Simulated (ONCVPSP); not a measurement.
What one change does to a pseudopotential (Ru, ONCV)

Ru (Z = 44), optimised norm-conserving Vanderbilt (ONCV), made with ONCVPSP 4.0.1 (PBE, scalar-relativistic). Core [Ar] 3d10, reference 4s2 4p6 4d7 5s0.5 5p0.5. Waves: 4s+5s: rc 1.85 bohr, ncon 4, nbas 7, qcut 7.3 1/bohr, 2 projectors; 4p+5p: rc 2.20 bohr, ncon 3, nbas 6, qcut 7.2 1/bohr, 2 projectors; 4d: rc 2.15 bohr, ncon 4, nbas 9, qcut 8 1/bohr, 1 projector. Local part: polynomial inside 1.25 bohr (lpopt 5, dvloc0 0 Ha). Core correction: Teter function fitted to the true core (icmod 2), fcfact 0.4.

All-electron outer shells of the reference configuration (PBE, scalar-relativistic, ld1.x):

```json
{"shell": "3p", "level (eV)": "-448.05", "outermost node (bohr)": "0.16", "outermost maximum (bohr)": "0.36"}
{"shell": "3d", "level (eV)": "-273.94", "outermost node (bohr)": "–", "outermost maximum (bohr)": "0.30"}
{"shell": "4s", "level (eV)": "-77.22", "outermost node (bohr)": "0.48", "outermost maximum (bohr)": "0.92"}
{"shell": "4p", "level (eV)": "-47.28", "outermost node (bohr)": "0.49", "outermost maximum (bohr)": "0.98"}
{"shell": "4d", "level (eV)": "-6.03", "outermost node (bohr)": "0.48", "outermost maximum (bohr)": "1.21"}
{"shell": "5s", "level (eV)": "-4.82", "outermost node (bohr)": "1.24", "outermost maximum (bohr)": "2.69"}
{"shell": "5p", "level (eV)": "-1.36", "outermost node (bohr)": "1.41", "outermost maximum (bohr)": "3.87"}
```

Change: s: qcut 8; p: qcut 7.9; d: qcut 8.7.

Cutoffs: the cutoffs (Ha) at which the residual kinetic energy of the hardest occupied pseudo-wave falls to 1 and 0.1 mHa per electron; they do not see the model core or the augmentation charge, which bear on the density cutoff. Errors are all-electron minus pseudo energies relative to the spin-unpolarised reference configuration.

Task: How do hardness, ghosts and transferability respond?

Result: The potential gets harder (20 Ha and 24 Ha → 22 Ha and 26 Ha); the errors of the 3 common tests hardly move; neither file shows a bound ghost.

```tsv
quantity	base	changed
cutoff, loose	20 Ha	22 Ha
cutoff, tight	24 Ha	26 Ha
loose cutoff by channel	s 16 Ha, p 15 Ha, d 20 Ha	s 18 Ha, p 15 Ha, d 22 Ha
bound ghosts	none	none
GHOST(+) flags under 300 eV	s at 178.9 eV	s at 186.6 eV
tests with a reliable result	3 of 4	3 of 4
error for 4s2 4p6 4d7 5s1 5p0, meV [ΔE -1.69 eV]	+0.2	+0.2
error for 4s2 4p6 4d7 5s0 5p0, meV [ΔE 5.60 eV]	-1.3	-1.3
error for 4s2 4p6 4d7.5 5s0.5 5p0, meV [ΔE -2.01 eV]	-0.7	-0.7
s: phases at 1.88 bohr within 0.05 rad from the reference energy up to (Ha; the scan ends near 5)	to the end of the scan	to the end of the scan
p: phases at 2.24 bohr within 0.05 rad from the reference energy up to (Ha; the scan ends near 5)	4.9	4.8
d: phases at 2.19 bohr within 0.05 rad from the reference energy up to (Ha; the scan ends near 5)	1.4	1.6
rms error of d²Exc/dni dnj with the model core, mHa	1.22	1.10
```
